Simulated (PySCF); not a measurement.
PySCF input file for C₃H₅ClOSi, SMILES Cl[Si@@H]1C=COC1, SMD-PBE0/def2-SVP. Coordinates come from a r2SCAN-D4/def2-SVP optimisation. The structure was generated by enumeration; whether it is a known compound was not checked. The values are those of a single conformer.

```python
import numpy as np
from pyscf import gto, scf, dft
from pyscf.solvent import smd

mol = gto.M(
    atom='''
    Cl   -1.94509992   -0.73994179    0.66098401
    Si   -0.36625135   -0.28016005   -0.62497755
    C     1.26599117   -0.95365141   -0.13754176
    C     2.03358046    0.09688178    0.24618362
    O     1.60662452    1.36962594    0.18887605
    C     0.27813075    1.50047694   -0.37227759
    H    -0.88674890   -0.55607586   -1.99031906
    H     1.64765036   -1.97250425   -0.05981288
    H     3.05615977    0.03911866    0.63826951
    H    -0.31712041    2.11800987    0.31822605
    H     0.37506634    2.05345159   -1.32260004
    ''',
    basis='def2-SVP',
    charge=0,
    spin=0,
    max_memory=1600,
    verbose=3,
)
mf = dft.RKS(mol, xc='pbe0').density_fit(auxbasis='def2-universal-jkfit')
mf.grids.level = 3
mf.conv_tol = 1e-9
mf.max_cycle = 100
mf.kernel()
res = {}
for name in ['water', 'n-hexane', 'chlorobenzene']:
    s = mf.SMD()
    s.with_solvent.solvent, s.with_solvent.sasa_ng = name, 194
    s.kernel(mf.make_rdm1())
    res[name] = (s.e_tot, s.with_solvent.get_cds(), s.dip_moment(), s.mo_energy, s.converged)
    print(f'SMD {name}: dG(solv) = {(s.e_tot - mf.e_tot) * 627.509474:.3f} kcal/mol, of which CDS {res[name][1] * 627.509474:.3f}')
```

Log of the run:

```
converged SCF energy = -941.402678511017
converged SCF energy = -941.403792494443
Dipole moment(X, Y, Z, Debye):  1.38261,  0.66154, -1.19650
SMD water: dG(solv) = -0.699 kcal/mol, of which CDS 4.050
converged SCF energy = -941.407392527829
Dipole moment(X, Y, Z, Debye):  1.25612,  0.57614, -0.98989
SMD n-hexane: dG(solv) = -2.958 kcal/mol, of which CDS -1.595
converged SCF energy = -941.409165722524
Dipole moment(X, Y, Z, Debye):  1.38833,  0.69399, -1.08873
SMD chlorobenzene: dG(solv) = -4.071 kcal/mol, of which CDS -1.195
```

The calculation finished and met its thresholds.

Cost: very roughly 50 core-seconds.
